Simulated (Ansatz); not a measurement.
Geometry optimisation, RKS PBE0-D4/def2-SVP (Ansatz 0.2.0).

The input (input.yaml):

```yaml
crystal:
  periodic: [false, false, false]
  atoms:
    - { symbol: Sn, position_ang: [-0.4392, 0.6774, 0.5738] }
    - { symbol: F, position_ang: [-1.2428, -0.8493, -0.9916] }
    - { symbol: C, position_ang: [1.1597, -0.6251, -0.4129] }
    - { symbol: H, position_ang: [-0.0465, -1.0339, -0.9838] }
    - { symbol: Cl, position_ang: [-1.2949, 2.7339, -0.1999] }
    - { symbol: Cl, position_ang: [-1.6581, 0.2128, 2.54] }
    - { symbol: H, position_ang: [1.6674, -1.1684, 0.3839] }
    - { symbol: H, position_ang: [1.8543, 0.0526, -0.9094] }
basis:
  gaussian: { orbitals: def2-SVP }
hamiltonian:
  xc: pbe0
  dispersion: d4
relax:
  f_tol: 0.15
  max_steps: 25
  restrain:
    - { distance: [3, 1], at: 0.88, k: 30.0 }
    - { distance: [0, 1], at: 3.26, k: 30.0 }
    - { distance: [3, 2], at: 2.37, k: 30.0 }
```

Command:

```bash
$ ansatz run input.yaml --threads 2 --pin off --max-ram 3072MiB --backend cpu --events-out ev --progress --plain --runs-dir out
```

**Question.** Where does it end, and by what steps?

**Answer.** The forces met the threshold. The restraints hold the end off the free minimum. After 7 steps the energy has risen by 0.448 eV (the restraints' own energy left out); H4 moved furthest, 0.68 Å. Parted: Sn1–F2. Joined: F2–H4.

| step | energy less start (eV) | largest force component (eV/Å) | accepted |
| --- | --- | --- | --- |
| 0 | 0.0000 | 1.740 | yes |
| 1 | 0.8023 | 3.982 | yes |
| 2 | 1.0751 | 4.469 | yes |
| 3 | 0.7953 | 3.313 | yes |
| 4 | 0.5780 | 1.557 | yes |
| 5 | 0.5270 | 0.666 | yes |
| 6 | 0.4652 | 1.161 | yes |
| 7 | 0.4482 | 1.223 | yes |

```xyz
8
Properties=species:S:1:pos:R:3
Sn -0.089 0.821 0.767
F -1.551 -1.206 -1.317
C 1.250 -0.348 -0.156
H -0.639 -1.244 -1.255
Cl -1.115 2.663 -0.227
Cl -1.550 0.132 2.449
H 1.753 -1.040 0.535
H 1.941 0.221 -0.795
```

Run time: 12 s on 2 threads of AMD EPYC 9B45 (Zen 5), on a shared host, peak memory 0.28 GiB.
